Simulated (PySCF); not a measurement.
PySCF input for BeFHO, SMILES [OH][Be][F], C-PCM-PBE0/def2-SVP. Geometry optimised at TPSSh-D3(BJ)/def2-TZVP. Other conformers were not sampled.

```python
import numpy as np
from pyscf import gto, scf, dft
from pyscf.solvent import pcm

mol = gto.M(
    atom='''
    Be    0.00088942    0.04171797    0.00000000
    F    -0.01580593    1.43329231    0.00000000
    O     0.09332662   -1.37962172    0.00000000
    H    -0.60791724   -2.02952896    0.00000000
    ''',
    basis='def2-SVP',
    charge=0,
    spin=0,
    max_memory=1600,
    verbose=3,
)
mf = dft.RKS(mol, xc='pbe0').density_fit(auxbasis='def2-universal-jkfit')
mf.grids.level = 3
mf.conv_tol = 1e-9
mf.max_cycle = 100
mf.kernel()
res = {}
for name, eps in {'water': 78.355, 'toluene': 2.3741, 'ethylethanoate': 5.9867}.items():
    s = mf.PCM()
    s.with_solvent.method, s.with_solvent.eps, s.with_solvent.lebedev_order = 'C-PCM', eps, 29
    s.kernel(mf.make_rdm1())
    res[name] = (s.e_tot, eps, s.dip_moment(), s.mo_energy, s.converged)
    print(f'{name}: electrostatic solvation free energy {(s.e_tot - mf.e_tot) * 627.509474:.3f} kcal/mol')
```

Program output:

```
converged SCF energy = -190.18829478379

WARN: PCM is an experimental feature. It is still in testing.
Features and APIs may be changed in the future.

converged SCF energy = -190.201995345028
Dipole moment(X, Y, Z, Debye): -1.58455, -1.80620, -0.00000
water: electrostatic solvation free energy -8.597 kcal/mol

WARN: PCM is an experimental feature. It is still in testing.
Features and APIs may be changed in the future.

converged SCF energy = -190.196056119464
Dipole moment(X, Y, Z, Debye): -1.48980, -1.74677, -0.00000
toluene: electrostatic solvation free energy -4.870 kcal/mol

WARN: PCM is an experimental feature. It is still in testing.
Features and APIs may be changed in the future.

converged SCF energy = -190.199703804335
Dipole moment(X, Y, Z, Debye): -1.54766, -1.78364, -0.00000
ethylethanoate: electrostatic solvation free energy -7.159 kcal/mol
```

Self-consistency was reached.
